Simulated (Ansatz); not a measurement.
Geometry optimisation, RKS B3LYP/def2-SVP in Ansatz.

Input:

```yaml
crystal:
  periodic: [false, false, false]
  atoms:
    - { symbol: Ge, position_ang: [0.0, 0.0, 0.0] }
    - { symbol: O, position_ang: [0.0, 0.0, 2.12] }
    - { symbol: H, position_ang: [-0.9095, -0.2814, 2.4571] }
    - { symbol: O, position_ang: [1.6691, 0.0, -0.5894] }
    - { symbol: H, position_ang: [1.9855, -0.9521, -0.7061] }
    - { symbol: O, position_ang: [-0.8337, 1.4443, -0.5894] }
    - { symbol: H, position_ang: [-1.7915, 1.2136, -0.8118] }
    - { symbol: O, position_ang: [-0.8337, -1.4443, -0.5894] }
    - { symbol: H, position_ang: [-1.2883, -1.91, 0.183] }
    - { symbol: H, position_ang: [0.9702, 1.4632, 0.5833] }
    - { symbol: H, position_ang: [0.7523, 1.1345, 1.5265] }
basis:
  gaussian: { orbitals: def2-SVP }
hamiltonian:
  xc: b3lyp
relax:
  f_tol: 0.15
  max_steps: 25
  restrain:
    - { distance: [0, 9], at: 2.75, k: 30.0 }
    - { distance: [10, 1], at: 2.21, k: 30.0 }
    - { distance: [0, 1], at: 1.77, k: 30.0 }
    - { distance: [10, 9], at: 0.66, k: 30.0 }
```

Run as:

```bash
$ ansatz run input.yaml --threads 4 --pin off --max-ram 5120MiB --backend cpu --events-out ev --progress --plain --runs-dir out
```

Where does it end, and by what steps?

The run converged. The restraints hold the end off the free minimum; the threshold counts their pulls, which the force column leaves out. Restrained pairs: Ge1–H10 (1.85 → 2.76 Å), O2–H11 (1.49 → 2.22 Å), Ge1–O2 (2.12 → 1.77 Å), H10–H11 (1.02 → 0.72 Å). After 12 steps the energy has fallen by 2.681 eV (the restraints' own energy left out); H10 moved furthest, 0.82 Å.

| step | energy less start (eV) | largest force component (eV/Å) | accepted |
| --- | --- | --- | --- |
| 0 | 0.0000 | 3.674 | yes |
| 1 | -1.1753 | 3.029 | yes |
| 2 | -1.5683 | 5.034 | yes |
| 3 | -2.0763 | 3.461 | yes |
| 4 | -2.4498 | 1.436 | yes |
| 5 | -2.5938 | 1.334 | yes |
| 6 | -2.6402 | 1.370 | yes |
| 7 | -2.6675 | 1.269 | yes |
| 8 | -2.6076 | 1.603 | no |
| 9 | -2.6793 | 1.122 | yes |
| 10 | -2.6770 | 1.384 | yes |
| 11 | -2.6305 | 1.736 | no |
| 12 | -2.6805 | 1.383 | yes |

```xyz
11
Properties=species:S:1:pos:R:3
Ge -0.123 -0.209 0.111
O -0.098 -0.341 1.876
H -0.716 0.287 2.278
O 1.500 -0.154 -0.576
H 1.687 -0.993 -1.023
O -1.070 1.231 -0.280
H -1.486 1.160 -1.152
O -0.869 -1.666 -0.583
H -1.294 -2.203 0.103
H 1.107 2.027 1.158
H 1.082 1.527 1.672
```

Time of the run: 27 s on 4 threads of Arm Neoverse V2 (shared host), peak memory 0.29 GiB.
